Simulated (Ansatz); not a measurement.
C2H6FISi (`CC[SiH](F)I`), relaxed with RKS PBE0-D4/def2-TZVP in Ansatz from a PBE-D4/def2-SVP geometry. The force threshold is 0.005 eV/Å; the program also tests the step.

Charge 0, multiplicity 1. I: def2 effective core potential.

Start:

```xyz
11

C    -1.359    0.489   -0.031
C     0.113    0.660    0.364
Si    1.260   -0.688   -0.254
F     1.119   -0.806   -1.883
I     0.634   -2.865    0.717
H    -1.479    0.454   -1.132
H    -1.977    1.327    0.350
H    -1.781   -0.452    0.378
H     0.235    0.711    1.469
H     0.527    1.614   -0.035
H     2.707   -0.443    0.056
```

| step | energy (eV) | largest force (eV/Å) | largest move (Å) |
| --- | --- | --- | --- |
| 1 | -20864.9798 | 0.955 | 0.000 |
| 2 | -20865.0295 | 0.669 | 0.049 |
| 3 | -20865.0430 | 0.238 | 0.044 |
| 4 (rejected) | -20865.0404 | 0.256 | 0.051 |
| 5 | -20865.0459 | 0.034 | 0.020 |
| 6 | -20865.0460 | 0.014 | 0.008 |
| 7 | -20865.0461 | 0.014 | 0.008 |
| 8 | -20865.0462 | 0.011 | 0.007 |
| 9 | -20865.0462 | 0.005 | 0.005 |
| 10 | -20865.0462 | 0.007 | 0.009 |
| 11 | -20865.0462 | 0.006 | 0.004 |
| 12 | -20865.0462 | 0.002 | 0.003 |

End:

```xyz
11

C    -1.352    0.476   -0.017
C     0.118    0.662    0.343
Si    1.250   -0.679   -0.255
F     1.165   -0.778   -1.847
I     0.589   -2.843    0.652
H    -1.492    0.417   -1.098
H    -1.954    1.309    0.352
H    -1.752   -0.443    0.418
H     0.251    0.736    1.429
H     0.507    1.598   -0.077
H     2.669   -0.455    0.101
```

Run time 14 s (2 threads of an AMD EPYC 7R13 on a shared host and a share of an NVIDIA H100 80 GB); peak host memory 0.91 GiB.
